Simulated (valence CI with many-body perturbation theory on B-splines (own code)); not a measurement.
Sc6+: calculated level list

Level of theory: valence CI with perturbative core correlation (CI+MBPT): five valence electrons over a frozen Dirac-Fock core [Ne], radial functions for each j: 11 s, 11 p, 10 d, 8 f, 5 g, 2 h, with the one-electron correlation potential Σ1 (screened to all orders), the two-electron term Σ2, the three-electron term Σ3, Breit, model QED; selected single and double excitations, second order for the rest, scaled by the run's own slope (own B-spline code, finite nucleus).

Set against measurement, 7 paired levels are off by 114 cm⁻¹ on average, the worst by 199. These come from a selection out of Sugar and Corliss, J. Phys. Chem. Ref. Data 9, 473 (1980). Levels without a partner in it may be off by more. Among the levels kept, up to 3200 cm⁻¹ of a level comes from second order outside the variational space, and about a tenth of that is noise between levels of different J, which matters for small intervals.

Levels 46 to 90 of 168, with energies above the lowest level, 3s2 3p3 4S°_3/2. "Leading %" is the weight of the configuration and term that name the level; weights of strongly mixed levels are sums over their largest components and can fall short. In the jj column 3d3/2^4 stands for four electrons in 3d with j = 3/2. Lifetimes count E1, E2, E3, M1 and M2 decay at the calculated energies, and are blank where another channel may lead or the interval is too uncertain; long ones can be off by a factor of two.

| No. | Configuration | Term | J | E (eV) | Leading % | Second component | Leading jj | Lifetime |
| --- | --- | --- | --- | --- | --- | --- | --- | --- |
| 46 | 3s 3p3 3d | 6D° | 9/2 | 49.147 | 99 |  | 3s 3p1/2 3p3/2^2 3d5/2 (55 %) | 1.23 μs |
| 47 | 3p5 | 2P° | 3/2 | 50.596 | 55 | 35 % 3s 3p3 3d 2P° | 3p1/2^2 3p3/2^3 (55 %) | 316 ps |
| 48 | 3p5 | 2P° | 1/2 | 51.121 | 54 | 36 % 3s 3p3 3d 2P° | 3p1/2 3p3/2^4 (54 %) | 321 ps |
| 49 | 3s 3p3 3d | 4D° | 7/2 | 53.647 | 91 | 4 % 3s2 3p 3d2 4D° | 3s 3p1/2 3p3/2^2 3d5/2 (56 %) | 6.16 ns |
| 50 | 3s 3p3 3d | 4D° | 5/2 | 53.657 | 91 | 4 % 3s2 3p 3d2 4D° | 3s 3p1/2 3p3/2^2 3d3/2 (23 %) | 5.41 ns |
| 51 | 3s 3p3 3d | 4D° | 3/2 | 53.687 | 91 | 4 % 3s2 3p 3d2 4D° | 3s 3p1/2 3p3/2^2 3d3/2 (30 %) | 5.19 ns |
| 52 | 3s 3p3 3d | 4D° | 1/2 | 53.715 | 92 | 4 % 3s2 3p 3d2 4D° | 3s 3p1/2 3p3/2^2 3d5/2 (47 %) | 5.19 ns |
| 53 | 3s 3p3 3d | 4F° | 3/2 | 54.598 | 87 | 10 % 3s2 3p 3d2 4F° | 3s 3p1/2 3p3/2^2 3d3/2 (45 %) | 1.91 ns |
| 54 | 3s 3p3 3d | 4F° | 5/2 | 54.674 | 87 | 10 % 3s2 3p 3d2 4F° | 3s 3p1/2 3p3/2^2 3d3/2 (45 %) | 1.95 ns |
| 55 | 3s 3p3 3d | 4F° | 7/2 | 54.775 | 87 | 10 % 3s2 3p 3d2 4F° | 3s 3p1/2 3p3/2^2 3d3/2 (34 %) | 1.99 ns |
| 56 | 3s 3p3 3d | 4F° | 9/2 | 54.903 | 88 | 10 % 3s2 3p 3d2 4F° | 3s 3p1/2 3p3/2^2 3d5/2 (61 %) | 2.06 ns |
| 57 | 3s 3p3 3d | 2S° | 1/2 | 57.115 | 81 | 15 % 3s2 3p 3d2 2S° | 3s 3p1/2 3p3/2^2 3d5/2 (48 %) | 1.02 ns |
| 58 | 3s 3p3 3d | 4G° | 5/2 | 57.582 | 91 | 6 % 3s2 3p 3d2 4G° | 3s 3p1/2 3p3/2^2 3d3/2 (39 %) | 656 ps |
| 59 | 3s 3p3 3d | 4G° | 7/2 | 57.608 | 91 | 6 % 3s2 3p 3d2 4G° | 3s 3p1/2 3p3/2^2 3d3/2 (42 %) | 663 ps |
| 60 | 3s 3p3 3d | 4G° | 9/2 | 57.642 | 91 | 6 % 3s2 3p 3d2 4G° | 3s 3p1/2 3p3/2^2 3d5/2 (40 %) | 673 ps |
| 61 | 3s 3p3 3d | 4G° | 11/2 | 57.686 | 92 | 6 % 3s2 3p 3d2 4G° | 3s 3p1/2 3p3/2^2 3d5/2 (92 %) | 688 ps |
| 62 | 3s 3p3 3d | 2G° | 7/2 | 59.918 | 85 | 12 % 3s2 3p 3d2 2G° | 3s 3p1/2 3p3/2^2 3d5/2 (36 %) | 1.44 ns |
| 63 | 3s 3p3 3d | 2G° | 9/2 | 59.922 | 85 | 12 % 3s2 3p 3d2 2G° | 3s 3p1/2 3p3/2^2 3d3/2 (47 %) | 1.47 ns |
| 64 | 3s 3p3 3d | 4D° | 1/2 | 60.710 | 81 | 8 % 3s 3p3 3d 4P° | 3s 3p1/2^2 3p3/2 3d3/2 (40 %) | 250 ps |
| 65 | 3s 3p3 3d | 4D° | 3/2 | 60.764 | 49 | 32 % 3s 3p3 3d 4P° | 3s 3p1/2^2 3p3/2 3d3/2 (47 %) | 207 ps |
| 66 | 3s 3p3 3d | 4P° | 1/2 | 60.786 | 79 | 9 % 3s2 3p 3d2 4P° | 3s 3p1/2^2 3p3/2 3d3/2 (31 %) | 280 ps |
| 67 | 3s 3p3 3d | 4P° | 5/2 | 60.864 | 39 | 27 % 3s 3p3 3d 4D° | 3s 3p1/2^2 3p3/2 3d3/2 (29 %) | 162 ps |
| 68 | 3s 3p3 3d | 4P° | 3/2 | 60.882 | 50 | 30 % 3s 3p3 3d 4D° | 3s 3p1/2^2 3p3/2 3d5/2 (28 %) | 221 ps |
| 69 | 3s 3p3 3d | 4D° | 5/2 | 61.075 | 47 | 41 % 3s 3p3 3d 4P° | 3s 3p1/2 3p3/2^2 3d5/2 (65 %) | 177 ps |
| 70 | 3s 3p3 3d | 2D° | 3/2 | 61.199 | 64 | 11 % 3s2 3p 3d2 2D° | 3s 3p1/2 3p3/2^2 3d3/2 (22 %) | 317 ps |
| 71 | 3s 3p3 3d | 4D° | 7/2 | 61.263 | 87 | 8 % 3s2 3p 3d2 4D° | 3s 3p1/2 3p3/2^2 3d5/2 (36 %) | 246 ps |
| 72 | 3s 3p3 3d | 2D° | 5/2 | 61.299 | 51 | 9 % 3s2 3p 3d2 2D° | 3s 3p3/2^3 3d5/2 (33 %) | 231 ps |
| 73 | 3s 3p3 3d | 4F° | 9/2 | 61.573 | 95 |  | 3s 3p1/2^2 3p3/2 3d5/2 (44 %) | 251 ps |
| 74 | 3s 3p3 3d | 4F° | 7/2 | 61.646 | 94 |  | 3s 3p1/2 3p3/2^2 3d5/2 (28 %) | 236 ps |
| 75 | 3s 3p3 3d | 4F° | 5/2 | 61.704 | 95 |  | 3s 3p1/2 3p3/2^2 3d3/2 (32 %) | 236 ps |
| 76 | 3s 3p3 3d | 4F° | 3/2 | 61.750 | 96 |  | 3s 3p1/2 3p3/2^2 3d3/2 (62 %) | 237 ps |
| 77 | 3s 3p3 3d | 4S° | 3/2 | 62.625 | 74 | 19 % 3s2 3p 3d2 4S° | 3s 3p1/2 3p3/2^2 3d3/2 (36 %) | 27.9 ps |
| 78 | 3s 3p3 3d | 2F° | 7/2 | 62.815 | 65 | 20 % 3s2 3p 3d2 2F° | 3s 3p1/2 3p3/2^2 3d5/2 (44 %) | 385 ps |
| 79 | 3s 3p3 3d | 2F° | 5/2 | 62.824 | 64 | 21 % 3s2 3p 3d2 2F° | 3s 3p1/2 3p3/2^2 3d5/2 (21 %) | 276 ps |
| 80 | 3s 3p3 3d | 4P° | 5/2 | 62.937 | 93 |  | 3s 3p1/2 3p3/2^2 3d5/2 (47 %) | 22.2 ps |
| 81 | 3s 3p3 3d | 4P° | 3/2 | 63.045 | 94 |  | 3s 3p1/2 3p3/2^2 3d3/2 (37 %) | 20.1 ps |
| 82 | 3s 3p3 3d | 4P° | 1/2 | 63.144 | 96 |  | 3s 3p1/2 3p3/2^2 3d3/2 (31 %) | 19.5 ps |
| 83 | 3s 3p3 3d | 2D° | 5/2 | 64.314 | 78 | 9 % 3s2 3p 3d2 2D° | 3s 3p1/2 3p3/2^2 3d5/2 (43 %) | 82.1 ps |
| 84 | 3s 3p3 3d | 2D° | 3/2 | 64.440 | 79 | 8 % 3s2 3p 3d2 2D° | 3s 3p1/2 3p3/2^2 3d3/2 (27 %) | 80.0 ps |
| 85 | 3s 3p3 3d | 4D° | 7/2 | 64.801 | 76 | 12 % 3s2 3p 3d2 4D° | 3s 3p1/2^2 3p3/2 3d5/2 (32 %) | 19.5 ps |
| 86 | 3s 3p3 3d | 4D° | 5/2 | 64.939 | 75 | 12 % 3s2 3p 3d2 4D° | 3s 3p1/2 3p3/2^2 3d5/2 (30 %) | 19.7 ps |
| 87 | 3s 3p3 3d | 4D° | 3/2 | 65.014 | 75 | 12 % 3s2 3p 3d2 4D° | 3s 3p1/2 3p3/2^2 3d5/2 (29 %) | 19.8 ps |
| 88 | 3s 3p3 3d | 4D° | 1/2 | 65.038 | 72 | 11 % 3s2 3p 3d2 4D° | 3s 3p1/2 3p3/2^2 3d3/2 (21 %) | 20.2 ps |
| 89 | 3s 3p3 3d | 2P° | 1/2 | 65.508 | 70 | 14 % 3p5 2P° | 3s 3p1/2 3p3/2^2 3d5/2 (35 %) | 23.2 ps |
| 90 | 3s 3p3 3d | 2P° | 3/2 | 65.569 | 74 | 15 % 3p5 2P° | 3s 3p1/2 3p3/2^2 3d5/2 (41 %) | 23.0 ps |

Names give the largest LS component (configuration and term), which can be under half, so a name can repeat, a term be missing and a line seem to break the LS rules; names also repeat where a configuration has a term twice.

Where two levels of one J and parity lie close, their mixing, g and order are uncertain.
